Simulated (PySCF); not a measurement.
**`InChI=1S/C2H5ClO2Si/c1-6(3)5-2-4/h2,6H,1H3/t6-/m0/s1`**

Geometry:
```tsv
atom	x (Å)	y (Å)	z (Å)
C1	-2.102	1.860	1.733
Si2	-0.995	2.877	0.656
Cl3	-1.375	4.881	0.938
O4	0.644	2.731	1.159
C5	1.255	1.563	1.004
O6	0.732	0.580	0.555
H7	-3.157	2.025	1.464
H8	-1.967	2.138	2.790
H9	-1.861	0.794	1.607
H10	-1.076	2.591	-0.795
H11	2.311	1.612	1.340
```

Computed with PySCF, GIAO mPW1PW91/6-311G** magnetisability, rotational g tensor and spin-rotation constants, non-relativistic, gas phase. Geometry: PBE0-D3(BJ)/def2-SVP.

Give the nuclear spin-rotation constants along the inertial axes (H = +C I·J) beside the isotropic shieldings.

Rotational constants 4.5711, 1.4101, 1.1645 GHz. A star marks the isotopologue with that one atom substituted, in its own axes.
| atom | isotope | Caa (kHz) | Cbb (kHz) | Ccc (kHz) | mean (kHz) | σ (ppm) |
| --- | --- | --- | --- | --- | --- | --- |
| Cl3 | 35Cl | 0.449 | 0.189 | 0.215 | 0.284 | 910.3 |
| H7 | 1H | -0.334 | -0.060 | -0.121 | -0.172 | 31.2 |
| H8 | 1H | -0.552 | -0.151 | 0.013 | -0.230 | 31.0 |
| H9 | 1H | -0.055 | -0.113 | -0.134 | -0.101 | 30.5 |
| H10 | 1H | -0.384 | -0.121 | 0.064 | -0.147 | 25.7 |
| H11 | 1H | -0.201 | 0.006 | -0.060 | -0.085 | 23.8 |
| C1 | 13C* | 0.516 | 0.169 | 0.139 | 0.275 | 184.2 |
| Si2 | 29Si* | -3.035 | -0.875 | -0.797 | -1.569 | 330.5 |
| O4 | 17O* | -0.815 | -0.431 | -0.288 | -0.511 | 99.6 |
| C5 | 13C* | 2.214 | 0.444 | 0.320 | 0.993 | 23.5 |
| O6 | 17O* | -2.816 | -0.609 | -0.288 | -1.237 | -131.4 |

For the geometry as given, no vibrational averaging.
